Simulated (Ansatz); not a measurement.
`C[SiH2][SiH2]C=N` and `C[SiH2][SiH2]F` differ in one atom or group.

Ansatz, PBE0-D4/def2-TZVP geometries, multiplicity 1. Each molecule was computed in one conformer, which needn't be the lowest.

| property | `C[SiH2][SiH2]C=N` |
| --- | --- |
| HOMO energy (ωB97M-V/def2-TZVPP) / eV | -9.66 |
| HOMO–LUMO gap (PBE0/def2-TZVPP) / eV | 6.46 |
| HOMO energy (PBE0/def2-TZVPP) / eV | -7.40 |
| size of the dipole moment (B3LYP/def2-TZVPP) / D | 1.53 |
| HOMO energy (B3LYP/def2-TZVPP) / eV | -7.20 |
| LUMO energy (PBE0/def2-TZVPP) / eV | -0.94 |

**Question.** Give the same properties after the change, and the shifts. (Best estimate.)

**Answer.** Computed: 
| property | `C[SiH2][SiH2]F` | shift |
| --- | --- | --- |
| HOMO energy (ωB97M-V/def2-TZVPP) / eV | -10.10 | -0.44 |
| HOMO–LUMO gap (PBE0/def2-TZVPP) / eV | 7.54 | 1.08 |
| HOMO energy (PBE0/def2-TZVPP) / eV | -8.05 | -0.65 |
| size of the dipole moment (B3LYP/def2-TZVPP) / D | 1.49 | -0.04 |
| HOMO energy (B3LYP/def2-TZVPP) / eV | -7.87 | -0.67 |
| LUMO energy (PBE0/def2-TZVPP) / eV | -0.51 | 0.43 |

With PBE0 the HOMO falls by 0.65 eV and the LUMO rises by 0.43 eV, so the gap widens by about 1.08 eV. PBE moves the HOMO by -0.86 eV and ωB97M-V by -0.44 eV. Dipoles are sizes alone; their direction can turn.

B3LYP here is the variant with VWN-RPA as its local correlation; programs differ in this.
